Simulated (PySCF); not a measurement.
PySCF input (B3PW91/6-31G* (5d)):

```python
from pyscf import gto, dft

mol = gto.M(
    atom='''
    C    -2.34559600   -0.27619437   -0.02285850
    C    -0.94999647    0.32309270   -0.17299508
    C     0.12663797   -0.66730131    0.25805052
    C     1.50817520   -0.25697978    0.17828890
    O     1.81810163    0.89801147   -0.23974472
    H    -2.46419187   -1.16917570   -0.63902647
    H    -3.09880755    0.44516298   -0.33513822
    H    -2.55356073   -0.54699360    1.01375235
    H    -0.86094784    1.23081908    0.42746847
    H    -0.77238734    0.61426477   -1.21036056
    H    -0.00277790   -1.02442117    1.29764418
    H     0.08340140   -1.62439770   -0.29614724
    H     2.31226200   -0.93333304    0.47637792
    H     2.77687254    1.08827918   -0.25952771
    ''',
    basis='6-31g*',
    charge=1,
    spin=0,
    verbose=4,
)

mf = dft.RKS(mol, xc='b3pw91')
mf.grids.level = 3
mf.conv_tol = 1e-9
mf.max_cycle = 100
mf.max_memory = 1500
mf.kernel()
if not mf.converged:
    mf = mf.newton()
    mf.kernel(mf.make_rdm1())
mf.dip_moment()
```

Output:

```
PySCF version 2.14.0

[INPUT] verbose = 4
[INPUT] num. atoms = 14
[INPUT] num. electrons = 40
[INPUT] charge = 1
[INPUT] spin (= nelec alpha-beta = 2S) = 0
[INPUT] symmetry False subgroup None
[INPUT] Mole.unit = angstrom
[INPUT] Symbol           X                Y                Z      unit          X                Y                Z       unit  Magmom
[INPUT]  1 C     -2.345596000000  -0.276194370000  -0.022858500000 AA   -4.432534038875  -0.521931716447  -0.043196304618 Bohr   0.0
[INPUT]  2 C     -0.949996470000   0.323092700000  -0.172995080000 AA   -1.795233147604   0.610556715846  -0.326913322097 Bohr   0.0
[INPUT]  3 C      0.126637970000  -0.667301310000   0.258050520000 AA    0.239311080271  -1.261016718463   0.487644809102 Bohr   0.0
[INPUT]  4 C      1.508175200000  -0.256979780000   0.178288900000 AA    2.850038075861  -0.485621403751   0.336917192050 Bohr   0.0
[INPUT]  5 O      1.818101630000   0.898011470000  -0.239744720000 AA    3.435714147325   1.696995735018  -0.453051860611 Bohr   0.0
[INPUT]  6 H     -2.464191870000  -1.169175700000  -0.639026470000 AA   -4.656647752680  -2.209421864497  -1.207585014648 Bohr   0.0
[INPUT]  7 H     -3.098807550000   0.445162980000  -0.335138220000 AA   -5.855897582234   0.841236112995  -0.633319449674 Bohr   0.0
[INPUT]  8 H     -2.553560730000  -0.546993600000   1.013752350000 AA   -4.825530422144  -1.033668095890   1.915714299634 Bohr   0.0
[INPUT]  9 H     -0.860947840000   1.230819080000   0.427468470000 AA   -1.626955625136   2.325910970089   0.807798335187 Bohr   0.0
[INPUT] 10 H     -0.772387340000   0.614264770000  -1.210360560000 AA   -1.459600534681   1.160792183269  -2.287249970375 Bohr   0.0
[INPUT] 11 H     -0.002777900000  -1.024421170000   1.297644180000 AA   -0.005249470201  -1.935875447507   2.452192107336 Bohr   0.0
[INPUT] 12 H      0.083401400000  -1.624397700000  -0.296147240000 AA    0.157605804405  -3.069666770373  -0.559637176146 Bohr   0.0
[INPUT] 13 H      2.312262000000  -0.933333040000   0.476377920000 AA    4.369541908239  -1.763743828608   0.900223800590 Bohr   0.0
[INPUT] 14 H      2.776872540000   1.088279180000  -0.259527710000 AA    5.247528583425   2.056549597266  -0.490436293636 Bohr   0.0

nuclear repulsion = 181.74648510489
number of shells = 48
number of NR pGTOs = 171
number of NR cGTOs = 88
basis = 6-31g*
ecp = {}

******** <class 'pyscf.dft.rks.RKS'> ********
method = RKS
initial guess = minao
damping factor = 0
level_shift factor = 0
DIIS = <class 'pyscf.scf.diis.CDIIS'>
diis_start_cycle = 1
diis_space = 8
diis_damp = 0
SCF conv_tol = 1e-09
SCF conv_tol_grad = None
SCF max_cycles = 100
direct_scf = True
direct_scf_tol = 1e-13
XC library pyscf.dft.libxc version 7.1.2
    S. Lehtola, C. Steigemann, M. J. T. Oliveira, and M. A. L. Marques,  SoftwareX 7, 1–5 (2018)
XC functionals = b3pw91
    A. D. Becke,  J. Chem. Phys. 98, 5648 (1993)
radial grids:
    Treutler-Ahlrichs [JCP 102, 346 (1995); DOI:10.1063/1.469408] (M4) radial grids

becke partition: Becke, JCP 88, 2547 (1988); DOI:10.1063/1.454033
pruning grids: <function nwchem_prune>
grids dens level: 3
symmetrized grids: False
atomic radii adjust function: <function treutler_atomic_radii_adjust>
small_rho_cutoff = 0
Set gradient conv threshold to 3.16228e-05
Initial guess from minao.
tot grids = 158832
init E= -233.390758556364
  HOMO = -0.381665813106634  LUMO = -0.120471552534267  gap/eV = 7.10746
cycle= 1 E= -232.598139915241  delta_E= 0.793  |g|= 0.604  |ddm|= 3.13
  HOMO = -0.438539948049684  LUMO = -0.345492518535663  gap/eV = 2.53195
cycle= 2 E= -232.468985942768  delta_E= 0.129  |g|= 1.02  |ddm|= 1.24
  HOMO = -0.48155529222591  LUMO = -0.320338024804526  gap/eV = 4.38695
cycle= 3 E= -232.677776126502  delta_E= -0.209  |g|= 0.142  |ddm|= 0.76
  HOMO = -0.4983168515839  LUMO = -0.311269704874376  gap/eV = 5.08981
cycle= 4 E= -232.681838682931  delta_E= -0.00406  |g|= 0.0475  |ddm|= 0.154
  HOMO = -0.495599883528834  LUMO = -0.311833875420834  gap/eV = 5.00053
cycle= 5 E= -232.682359956335  delta_E= -0.000521  |g|= 0.00651  |ddm|= 0.0423
  HOMO = -0.495155893175823  LUMO = -0.310518015924865  gap/eV = 5.02425
cycle= 6 E= -232.682368651539  delta_E= -8.7e-06  |g|= 0.00246  |ddm|= 0.00752
  HOMO = -0.495185363325929  LUMO = -0.310869699259909  gap/eV = 5.01548
cycle= 7 E= -232.682370155451  delta_E= -1.5e-06  |g|= 0.000308  |ddm|= 0.00221
  HOMO = -0.495146364782545  LUMO = -0.310874152380447  gap/eV = 5.01430
cycle= 8 E= -232.68237017709  delta_E= -2.16e-08  |g|= 9.66e-05  |ddm|= 0.000376
  HOMO = -0.495147497063339  LUMO = -0.310865955943196  gap/eV = 5.01456
cycle= 9 E= -232.68237017933  delta_E= -2.24e-09  |g|= 2.31e-05  |ddm|= 0.000105
  HOMO = -0.495148147526987  LUMO = -0.310871002523939  gap/eV = 5.01444
cycle= 10 E= -232.682370179465  delta_E= -1.35e-10  |g|= 3.46e-06  |ddm|= 2.43e-05
  HOMO = -0.49514820420195  LUMO = -0.310870257835493  gap/eV = 5.01446
Extra cycle  E= -232.682370179468  delta_E= -2.39e-12  |g|= 2.81e-06  |ddm|= 8.02e-06
converged SCF energy = -232.682370179468

WARN: System has nonzero charge 1; the dipole moment is origin-dependent.
Location of origin: [0. 0. 0.]

Dipole moment(X, Y, Z, Debye):  6.33910, -0.84743,  0.66180
```

The dipole moment of an ion depends on the origin.

The geometry given is a B3LYP-D3(BJ)/def2-TZVP minimum.
